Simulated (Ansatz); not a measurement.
Basis sets compared for As₄⁺ (the lowest doublet isomer of a short search). Charge 1, multiplicity 2. Geometry PBE-D4/def2-SVP. Ansatz on 4 threads of Arm Neoverse V1 on a shared host; times are rough, and most runs start from earlier orbitals.

```
atom    x (Å)    y (Å)    z (Å)
 As1   0.7917  -0.9308  -0.9326
 As2  -0.5118  -0.9265   1.1147
 As3   0.7095   1.1391   0.7497
 As4  -0.9893   0.7182  -0.9318
```

The structure comes from a short search, and lower isomers may exist.

```csv
level,functions,energy (Eh),HOMO (eV),LUMO (eV),wall time
PBE-D4/def2-SVP,128,-8940.8941,-11.15,-10.57,2.2 s
PBE0-D4/def2-SVP,128,-8941.1284,-12.13,-9.89,4 s
```

Q: Estimate the rows for PBE-D4/def2-TZVP, PBE0-D4/def2-TZVP.

A: 
```csv
level,functions,energy (Eh),HOMO (eV),LUMO (eV),wall time
PBE-D4/def2-TZVP,192,-8942.0033,-11.08,-10.48,4 s
PBE0-D4/def2-TZVP,192,-8942.2390,-12.04,-9.77,9 s
```
